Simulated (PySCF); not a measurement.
## Electron correlation in O⁺ (oxygen, charge +1)

[He] 2s1 2p3 3d1, high-spin 6D determinant (an excited configuration). Computed with PySCF 2.14 in aug-cc-pVTZ-DK, with scalar relativity by spin-free X2C-1e. Frozen: 1s2; 5 electrons correlated.

| level | correlation energy (mhartree) |
| --- | --- |
| CCSD | -39.97 |
| (T) | -0.20 |
| CCSD(T) | -40.17 |

Diagnostics: T1 = 0.0019, D1 = 0.0041, largest double amplitude 0.015.

**Question.** Is a single reference adequate?

**Answer.** Yes: T1 lies below 0.03 and no double amplitude reaches 0.07.
